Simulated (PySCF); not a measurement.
## Electron correlation in Tc (technetium, neutral)

[Kr] 4d7, high-spin 4F determinant (an excited configuration). Calculation: PySCF 2.14, in ANO-RCC-VTZP (7s6p4d2f1g, 68 functions); the spin-free X2C one-electron Hamiltonian (Gaussian nucleus). Frozen: [Kr]; 7 electrons correlated.

| level | correlation energy (mhartree) |
| --- | --- |
| CCSD | -169.87 |
| (T) | -9.71 |
| CCSD(T) | -179.58 |

Diagnostics: T1 = 0.0089, D1 = 0.0152, largest double amplitude 0.049.

Cost of the coupled-cluster step: of the order of 6 core-seconds, for 7 correlated electrons.
